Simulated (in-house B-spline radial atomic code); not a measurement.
Checks on a self-consistent run for Ga VII (Ga6+), [Ne] 3s2 (3p1/2)2 (3p3/2)3 3d8. Computed with an all-electron radial atomic-structure program (B-spline basis): Dirac-Hartree-Fock, average of the jj configuration, Fermi nucleus of rms radius 3.9973 fm.

| orbital | q | ε (Eh) | <1/r> | <r²> | small-component weight |
| --- | --- | --- | --- | --- | --- |
| 1s1/2 | 2 | -388.54242 | 31.3083 | 0.00317497 | 0.012555 |
| 2s1/2 | 2 | -53.83350 | 6.91986 | 0.0553644 | 0.0024383 |
| 2p1/2 | 2 | -47.99901 | 6.8471 | 0.0433992 | 0.0024041 |
| 2p3/2 | 4 | -46.93810 | 6.66769 | 0.04504 | 0.0023547 |
| 3s1/2 | 2 | -10.66049 | 2.24422 | 0.460158 | 0.00056979 |
| 3p1/2 | 2 | -8.74802 | 2.13196 | 0.484029 | 0.0005273 |
| 3p3/2 | 3 | -8.61873 | 2.09992 | 0.495805 | 0.00052084 |
| 3d3/2 | 3.2 | -5.35105 | 1.85867 | 0.55169 | 0.00042183 |
| 3d5/2 | 4.8 | -5.27914 | 1.84717 | 0.559514 | 0.0004183 |

Electron-electron repulsion V_ee = 652.1398 hartree.

Question: What total energy follows from the eigenvalues?

Answer: The eigenvalues count the repulsion twice, so E = Σqε - V_ee = -1275.639 - 652.140 = -1927.778 hartree; the run printed -1927.778.

Question: Does the Dirac virial theorem hold?

Answer: For a point nucleus E = -2c²Σq·w, with w the small-component weight. Here Σq·w = 0.051328 and c = 137.0360, so the ratio E/(-2c²Σq·w) is 1.000011; the finite nucleus accounts for the departure from 1.

Question: What diamagnetic shielding (Lamb formula) and susceptibility (Langevin formula) do the radii give?

Answer: σ = (α²/3)Σq<1/r> = 146.688/(3·137.036²) = 2603.8 ppm, and χ = -0.79199×10⁻⁶·Σq<r²> = -6.503×10⁻⁶ cm³/mol with Σq<r²> = 8.2109 bohr². Both are non-relativistic formulas without the paramagnetism of open shells.
